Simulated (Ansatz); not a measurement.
Isolated molecules relaxed with PBE0-D4/def2-TZVP in Ansatz; ΔE leaves out vibrations. CCSD(T)/CBS is the MP2 limit (def2-TZVPP, def2-QZVPP) plus CCSD(T) − MP2 in def2-TZVPP, frozen cores. Functionals use def2-TZVPP. Elements past krypton have def2 core potentials. For In outer-core shells are correlated without core-valence functions, which leaves a few kJ/mol of doubt a bond. Each species was taken in one conformer, which may not be the lowest.

Consider the ligand exchange at the Si–C bond: `BCOC[SiH3]` + `[OH][In]([OH])[OH]` → `[OH][In]([OH])[O][SiH3]` + `BCOC`.

```tsv
level	ΔE (kJ/mol)
PBE0-D4	-112.4
r2SCAN0-D4	-124.0
BHLYP-D4	-133.3
ωB97X-V	-120.8
revPBE	-105.2
CCSD(T)/def2-SVP	-123.1
HF/def2-QZVPP	-152.3
CCSD/CBS(def2)	-127.5
```

Problem. What does CCSD(T)/CBS give? (An estimate is asked.)

Solution. The calculation gave: -124.2 kJ/mol. The listed levels differ from it by 11.8, 0.2, -9.1, 3.4, 19.0, 1.1, -28.1, -3.3 kJ/mol.

Problem. What do rigid-rotor, harmonic-oscillator terms from PBE0-D4/def2-TZVP frequencies (298.15 K, 1 bar) make of the CCSD(T)/CBS value? (Estimate.)

Solution. Computed: ΔZPE = +3.6 kJ/mol, ΔH = -120.2 kJ/mol, ΔS = 18 J/(mol·K), ΔG = -125.5 kJ/mol. Modes under 50 cm⁻¹ make the entropy rough.

Largest T1 diagnostic among the species: 0.017.

From r2SCAN to r2SCAN0 (25 % exact exchange), in def2-TZVPP and without D4, ΔE moves by −4.6 kJ/mol. In def2-TZVPP, CCSD(T) changes the Hartree–Fock value by +25.7 kJ/mol (the triples alone add +3.4 kJ/mol) and MP2 by +22.8 kJ/mol.

CCSD(T)/CBS has its own doubt, a few kJ/mol and more with outer-core shells, so smaller differences from it don't rank the levels.
